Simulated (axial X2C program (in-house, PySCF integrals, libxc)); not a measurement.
**Spin–orbit effects down a group: molecules with Na, PBE0**

All values come from calculations with an in-house relativistic program for diatomic molecules, spin-free (one-electron X2C) or two-component (2c: spin–orbit coupling with atomic mean-field Coulomb and Gaunt terms, which also bring small scalar terms), in Dyall basis sets with cores contracted in-house; open shells are unrestricted.

Basis sets: As dyall-cv3z, Bi dyall-cv3z, N dyall-av3z, Na dyall-cv3z, P dyall-v3z, Sb dyall-cv3z.

```
molecule  spin-free state  Re (Å)  ωe (cm⁻¹)  De (eV)  2c state  Re 2c (Å)  ωe 2c (cm⁻¹)  De 2c (eV)
     NaN   M_S = 1, Λ = 0   2.237      391.5     1.09     Ω = 1      2.237         391.5        1.09
     NaP   M_S = 1, Λ = 0   2.652      282.2     1.34     Ω = 1      2.653         282.1        1.34
    NaAs   M_S = 1, Λ = 0   2.735      233.1     1.26     Ω = 1      2.736         232.8        1.26
    NaSb   M_S = 1, Λ = 0   2.917      207.7     1.24     Ω = 1      2.917         206.3        1.21
    NaBi   M_S = 1, Λ = 0   2.976      191.9     1.14     Ω = 1      2.975         175.6        0.91
```

Each entry is the lowest single determinant of a limited PBE0 search at one distance. De goes to single-determinant-based atoms at the same level (for ions the charge split of lowest energy) and is withheld (n/a) where an atom does not fit its ground term or J level. Main or longest-lived isotopes. One determinant is a doubtful description, or other states lie close, for NaN, NaP, NaAs, NaSb, NaBi; these need not be ground states, and all values refer to the states named. Some open-shell Ω = 0 determinants are out of reach, so the Ω given for NaN, NaP, NaAs, NaSb, NaBi need not be the lowest component. With several unpaired electrons the Ω given is that of one determinant, not necessarily of the lowest component. The functionals have no current term, which raises determinants with orbital currents.
